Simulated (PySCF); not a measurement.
SMILES O=Cc1cccc(-c2ccco2)c1 (C11H8O2), GFN2-xTB optimised geometry.

```
21

O     -2.65    -2.85     0.00
C     -3.16    -1.76     0.00
C     -2.43    -0.49     0.00
C     -3.13     0.72     0.00
C     -2.43     1.92     0.00
C     -1.05     1.91     0.00
C     -0.33     0.71     0.00
C      1.12     0.72     0.00
C      2.04    -0.30     0.00
C      3.31     0.31     0.00
C      3.08     1.65     0.00
O      1.77     1.91     0.00
C     -1.04    -0.49     0.00
H     -4.26    -1.65     0.00
H     -4.21     0.72     0.00
H     -2.96     2.85     0.00
H     -0.50     2.85     0.00
H      1.83    -1.35     0.00
H      4.26    -0.18     0.00
H      3.75     2.49     0.00
H     -0.53    -1.44     0.00
```

Density from PySCF 2.14.0 with PBE0/def2-SVP at that geometry.

Minimum of the electron density along straight lines between bonded atoms, close to the bond critical point (lines longer than 1.1 times the sum of covalent radii, or with two minima, are not listed):

```
bond     length / Å  ρ at the minimum / e bohr⁻³  ∇²ρ there / e bohr⁻⁵  position (fraction from the first atom)
-------  ----------  ---------------------------  --------------------  ---------------------------------------
O1–C2         1.204                            ?                  0.48                                     0.67
C2–C3         1.468                        0.277                 -0.70                                     0.50
C3–C4         1.395                        0.306                 -0.77                                     0.50
C4–C5         1.383                        0.313                 -0.81                                     0.50
C5–C6         1.383                        0.313                 -0.80                                     0.50
C6–C7         1.399                        0.305                 -0.77                                     0.50
C7–C8         1.449                        0.280                 -0.70                                     0.49
C8–C9         1.374                        0.319                 -0.80                                     0.52
C9–C10        1.411                        0.294                 -0.70                                     0.50
C10–C11       1.362                        0.326                 -0.83                                     0.48
C8–O12        1.355                        0.283                     ?                                     0.33
C11–O12       1.339                        0.291                     ?                                     0.33
C3–C13        1.392                        0.308                 -0.78                                     0.50
C7–C13        1.392                        0.308                 -0.78                                     0.50
C2–H14        1.109                        0.276                 -1.03                                     0.63
C4–H15        1.080                        0.283                 -1.08                                     0.63
C5–H16        1.080                        0.284                 -1.09                                     0.63
C6–H17        1.079                        0.286                 -1.11                                     0.64
C9–H18        1.070                        0.286                 -1.11                                     0.64
C10–H19       1.071                        0.286                 -1.11                                     0.64
C11–H20       1.072                        0.291                 -1.17                                     0.65
C13–H21       1.079                        0.286                 -1.12                                     0.64
```

Task: Some entries are withheld; supply them.

Result: 
- O1–C2, ρ at the minimum / e bohr⁻³: 0.412
- C8–O12, ∇²ρ there / e bohr⁻⁵: -0.01
- C11–O12, ∇²ρ there / e bohr⁻⁵: 0.12
